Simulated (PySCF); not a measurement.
BH₃N, SMILES N[BH], multiplicity 2.

Geometry: r2SCAN-D4/def2-TZVP. The isomer is the one that the SMILES or the coordinates give; other isomers of the formula were not compared.

Calculation: TDA-B3LYP/def2-TZVPD (PySCF).

Vertical excitations. 

Task: Estimate the UV-visible absorptions. (An estimate is asked for; the answer gives what the named calculation found.)

Result: 
| state | energy (eV) | λ (nm) | f | main pairs |
|---|---|---|---|---|
| root 1 | 3.14 | 395 | 0.013 | α HOMO→LUMO 98 % |
| root 2 | 4.09 | 303 | 0.010 | α HOMO→LUMO+1 99 % |
| root 3 | 5.21 | 238 | 0.044 | α HOMO→LUMO+2 98 % |
| root 4 | 5.49 | 226 | 0.045 | α HOMO→LUMO+3 98 % |
| root 5 | 5.76 | 215 | 0.009 | β HOMO→LUMO 97 % |
| root 6 | 6.26 | 198 | 0.002 | α HOMO−1→LUMO 57 %, β HOMO→LUMO+2 40 % |
| root 7 | 6.64 | 187 | 0.047 | α HOMO→LUMO+4 97 % |
| root 8 | 6.78 | 183 | 0.005 | α HOMO→LUMO+5 95 % |
| root 9 | 6.99 | 177 | 0.026 | α HOMO→LUMO+6 67 %, α HOMO→LUMO+7 29 % |
| root 10 | 7.08 | 175 | 0.022 | α HOMO→LUMO+7 68 %, α HOMO→LUMO+6 28 % |
Unrestricted roots are not spin-pure.
